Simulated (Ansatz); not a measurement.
Hafnium tetrachloride (`[Cl][Hf]([Cl])([Cl])[Cl]`), relaxed with RKS PBE0-D4/def2-TZVP in Ansatz 0.2.0 from a PBE-D4/def2-SVP geometry. The force threshold is 0.005 eV/Å; the program also tests the step.

Total charge 0; spin multiplicity 1. Hf: def2 effective core potential.

Start:

```xyz
5

Cl    0.324    1.870    1.370
Hf    0.003   -0.001    0.005
Cl    1.145    0.309   -2.010
Cl    0.808   -1.923    1.066
Cl   -2.279   -0.255   -0.430
```

```
step  energy (eV)  largest force (eV/Å)  largest move (Å)
   1  -51391.3741                 0.367             0.000
   2  -51391.3837                 0.222             0.036
   3  -51391.3887                 0.005             0.011
   4  -51391.3887                 0.000             0.001
```

End:

```xyz
5

Cl    0.326    1.845    1.364
Hf    0.000    0.000    0.000
Cl    1.136    0.306   -1.997
Cl    0.802   -1.897    1.062
Cl   -2.264   -0.254   -0.429
```

Hardware: 4 threads of an Arm Neoverse V1 on a shared host. Wall time 21 s, peak host memory 0.63 GiB.
